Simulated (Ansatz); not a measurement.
`C=[CH][Al]([F])[SiH3]` and `C[SiH2][Al]([F])[SiH3]` differ in one atom or group.

Ansatz, PBE0-D4/def2-TZVP geometries, multiplicity 1. Each molecule was computed in one conformer, which needn't be the lowest.

```
                                          property  `C=[CH][Al]([F])[SiH3]`
             HOMO–LUMO gap (B3LYP/def2-TZVPP) / eV                     5.62
                 LUMO energy (PBE/def2-TZVPP) / eV                    -2.50
             HOMO energy (ωB97M-V/def2-TZVPP) / eV                    -9.72
size of the dipole moment (ωB97M-V/def2-TZVPP) / D                     1.82
               LUMO energy (B3LYP/def2-TZVPP) / eV                    -1.88
                HOMO energy (PBE0/def2-TZVPP) / eV                    -7.69
```

Give the same properties after the change, and the shifts. (Best estimate.)

Ansatz gave: 
```json
{"property": "HOMO–LUMO gap (B3LYP/def2-TZVPP) / eV", "`C[SiH2][Al]([F])[SiH3]`": "4.72", "shift": "-0.90"}
{"property": "LUMO energy (PBE/def2-TZVPP) / eV", "`C[SiH2][Al]([F])[SiH3]`": "-2.74", "shift": "-0.24"}
{"property": "HOMO energy (ωB97M-V/def2-TZVPP) / eV", "`C[SiH2][Al]([F])[SiH3]`": "-8.96", "shift": "0.76"}
{"property": "size of the dipole moment (ωB97M-V/def2-TZVPP) / D", "`C[SiH2][Al]([F])[SiH3]`": "1.93", "shift": "0.11"}
{"property": "LUMO energy (B3LYP/def2-TZVPP) / eV", "`C[SiH2][Al]([F])[SiH3]`": "-2.17", "shift": "-0.29"}
{"property": "HOMO energy (PBE0/def2-TZVPP) / eV", "`C[SiH2][Al]([F])[SiH3]`": "-7.08", "shift": "0.61"}
```

With PBE0 the HOMO rises by 0.61 eV and the LUMO falls by 0.33 eV, so the gap narrows by about 0.94 eV. PBE moves the HOMO by 0.49 eV and ωB97M-V by 0.76 eV. Dipoles are sizes alone; their direction can turn.

B3LYP here is the variant with VWN-RPA as its local correlation; programs differ in this.
